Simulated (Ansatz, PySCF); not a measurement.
Molecule: IBr, charge 0, multiplicity 1. SMILES: IBr
Geometry: optimised at B3LYP-D3(BJ)/def2-TZVP (Ansatz, an electronic-structure program).

Property: atomisation energy (electronic, to ground-state atoms), in kJ/mol. Cores are frozen in the correlated levels unless marked. Open shells are spin-unrestricted. No spin-orbit coupling. Frozen are the shells of the preceding noble gas and the d and f shells that filled before the atom's block. In def2 rows, elements after Kr have scalar-relativistic effective core potentials. STO-3G rows are all-electron and non-relativistic. The coupled-cluster limit lacks core correlation, which all-electron functionals hold. CBS marks a two-point X^-3 extrapolation of the correlation energy; Hartree-Fock from the larger set. [CCSD(T)-MP2]/basis is that difference in the basis named.

| level | program | atomisation energy (kJ/mol) |
|---|---|---|
| PBE/def2-TZVPD | Ansatz | 231.9 |
| M06-L-D4/def2-TZVPD | PySCF + dftd4 | 211.2 |
| r2SCAN/def2-TZVPD | Ansatz | 213.9 |
| B3LYP/def2-TZVPD | Ansatz | 198.1 |
| MN15/def2-TZVPD | PySCF | 188.9 |
| HSE06-D3(BJ)/def2-TZVPD | Ansatz + dftd3 | 216.0 |
| HSE06-D4/def2-TZVPD | Ansatz + dftd4 | 216.1 |
| LC-wPBE-D4/def2-TZVPD | Ansatz + dftd4 | 187.5 |
| wB97X-V/def2-TZVPD | Ansatz | 202.7 |
| MP2/def2-TZVPPD | Ansatz | 199.6 |
| RI-MP2/def2-TZVPP | Ansatz | 196.2 |
| RI-MP2/def2-TZVPPD | Ansatz | 199.5 |
| SCS-MP2/STO-3G | Ansatz | 186.8 |
| RI-MP2/CBS(def2-TZVPPD,def2-QZVPPD)+[CCSD(T)-MP2]/def2-TZVPPD | Ansatz | 213.0 |
| CCSD(T)/CBS(def2-TZVPPD,def2-QZVPPD) | Ansatz | 210.9 |
